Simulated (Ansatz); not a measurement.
Mulliken charges of `[CH3][GeH]([F])[InH2]` from ωB97M-V/def2-TZVPP in Ansatz (PBE0-D4/def2-TZVP geometry).

```
atom   x (Å)   y (Å)   z (Å)  charge (e)
  C1  -0.807  -0.590  -1.424      -0.456
 Ge2  -0.027  -0.673   0.363       0.372
  F3   1.454  -1.616   0.166      -0.410
 In4   0.848   1.567   1.416       0.300
  H5  -0.942  -1.603  -1.806       0.138
  H6  -1.780  -0.094  -1.389       0.121
  H7  -0.153  -0.038  -2.099       0.132
  H8  -0.909  -1.563   1.272      -0.011
  H9   0.367   2.073   2.996      -0.093
 H10   1.948   2.537   0.505      -0.093
```

Q: By hand: the dipole of these point charges (1 e Å = 4.8032 D).

A: Σ q r = (-0.555, 0.502, 0.107) e Å, of length 0.756 e Å = 3.63 D.

Q: How does the dipole of the full density compare? (Estimate.)

A: The calculation gave: (-0.385, 0.320, -0.045) e Å, 2.41 D; the point charges give 1.51 times that, at 13° from its direction.

Point charges leave out the atoms' own dipoles, such as those of lone pairs, and Mulliken's split depends on the basis, so the two needn't agree.
